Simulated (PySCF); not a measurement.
Ligand exchange on a metal centre used in film growth or etching (Hf OH-SH). Isolated molecules, 0 K electronic values unless said otherwise. One relaxed conformer stands for each flexible species; it need not be the lowest.

These are TPSSh-D3(BJ)/def2-TZVP // r2SCAN-D4/def2-SVP (PySCF 2.14.0) values and carry that method's errors. 

| species | LUMO (eV) | charge on the central atom (Mulliken) (e) | HOMO (eV) |
|---|---|---|---|
| 1 of 4 OH replaced by SH ([Hf(OH)3(SH)]) | -0.42 | 1.52 | -6.26 |
| 3 of 4 OH replaced by SH ([Hf(OH)(SH)3]) | -1.92 | 1.19 | -6.86 |
| 4 of 4 OH replaced by SH ([Hf(SH)4]) | -2.49 | 1.02 | -7.32 |
